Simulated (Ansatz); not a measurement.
Ansatz (a quantum-chemistry and plane-wave program) input:

Ansatz 0.2 input:
```yaml
crystal:
  periodic: [false, false, false]
  atoms:
    - {symbol: In, position_ang: [-0.00000000, -0.00000000, -0.03605115]}
    - {symbol: H, position_ang: [0.00000000, 0.00000000, 1.76650620]}
basis:
  gaussian:
    orbitals: def2-TZVPD
hamiltonian:
  xc: {name: BHLYP}
magnetization: {spin_polarized: true, initial_magnetization: 2}
output: {forces: true}
```

Task: What final total energy does it print?

Result: -190.56110 Eh (BHLYP/def2-TZVPD). The basis has 65 functions.

This is an excited triplet: at this geometry the singlet lies 1.95 eV lower at CCSD(T)/CBS(def2-TZVPPD,def2-QZVPPD).
